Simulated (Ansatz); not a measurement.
Reaction (atomization): `BOC(O)O` → B• + C• + 5 H• + 3 O•

Computed with Ansatz on PBE0-D4/def2-TZVP structures; ΔE is electronic, products minus reactants. CBS: MP2 limit from def2 TZ/QZ plus the TZ coupled-cluster correction, frozen cores. This one scheme is used for every species, atoms too. DFT in def2-TZVPP. B3LYP here is the variant with VWN-RPA as its local correlation; programs differ in this. No spin–orbit coupling; open shells (•) take unrestricted orbitals. Spin–orbit coupling would lower the free atoms: a little for B, C, O. Each species was taken in one conformer, which may not be the lowest.

```tsv
level	ΔE (eV)	difference from CCSD(T)/CBS
PBE-D4	41.63	1.09
r2SCAN-D4	40.70	0.16
PBE0-D4	40.48	-0.06
B3LYP-D4	40.45	-0.09
ωB97X-V	40.58	0.04
ωB97M-V	40.73	0.19
B2PLYP	40.14	-0.40
PBE	41.48	0.94
r2SCAN	40.67	0.13
PBE0	40.36	-0.18
B3LYP	40.21	-0.33
HF/def2-TZVPP	28.41	-12.13
MP2/def2-TZVPP	40.57	0.03
SCS-MP2/def2-TZVPP	40.12	-0.42
CCSD/def2-TZVPP	38.75	-1.79
CCSD(T)/def2-TZVPP	39.44	-1.10
HF/def2-QZVPP	28.47	-12.07
MP2/def2-QZVPP	41.22	0.68
SCS-MP2/def2-QZVPP	40.84	0.30
HF/CBS(def2)	28.47	-12.07
MP2/CBS(def2)	41.67	1.13
CCSD/CBS(def2)	39.85	-0.69
CCSD(T)/CBS	40.54	0
```

Largest T1 diagnostic among the species: 0.014.

From PBE to PBE0 (25 % exact exchange), in def2-TZVPP and without D4, ΔE moves by −1.12 eV: exact exchange takes away binding that semilocal exchange gives to molecules. The D4 term adds +0.24 eV with B3LYP and +0.12 eV with PBE0; it sums over pairs of atoms, weighted by their polarisabilities, and B3LYP, whose exchange is more repulsive, gets the larger term.

For atomizations the MP2-based limit and the directly extrapolated one differ by several kJ/mol either way, and by 10 to 25 for some Ge, Se and Sn compounds, so smaller differences from it don't rank the levels.
